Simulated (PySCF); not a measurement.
**MN15 on Ne⁺ (neon, charge +1)**

Configuration: [He] 2s2 2p5, 2P determinant. Computed with PySCF 2.14 in cc-pVTZ (4s3p2d1f, 30 functions), with no relativity, point nucleus.

| Item | Value |
| --- | --- |
| Total energy | -128.0816 hartree |
| One-electron energy | -175.0435 hartree |
| Hartree (Coulomb) energy | 58.8492 hartree |
| Exchange-correlation energy | -11.8873 hartree |
| Kinetic energy | 127.13550 hartree |
| ⟨S²⟩ | 0.7504 |
| ⟨L²⟩ | 2.003 |
| Sum of ⟨r⟩ | 6.467 bohr |
| Sum of ⟨r²⟩ | 6.963 bohr² |
| Traceless quadrupole moment −½Σ⟨3z² − r²⟩ along its main axis | 0.399 e·bohr² |
| Density at the nucleus (Gaussians lack the cusp) | 593 bohr⁻³ |
| Spin density at the nucleus | -0.345 bohr⁻³ |
| Langevin diamagnetic susceptibility | -5.51 ×10⁻⁶ cm³/mol |
| Time after the integrals | 0.43 s of wall time on 1 thread of Neoverse-N1 (shared host) |

```tsv
shell	electrons	mean orbital energy (hartree)	spread (hartree)	rms radius, mean of both spins (bohr)
1s α	1	-31.33194	0	0.185
1s β	1	-31.30788	0	0.185
2s α	1	-2.21066	0	0.968
2s β	1	-2.13002	0	0.968
2p α	3	-1.37170	0.08332	1.00
2p β	2	-1.30025	0	1.00
```
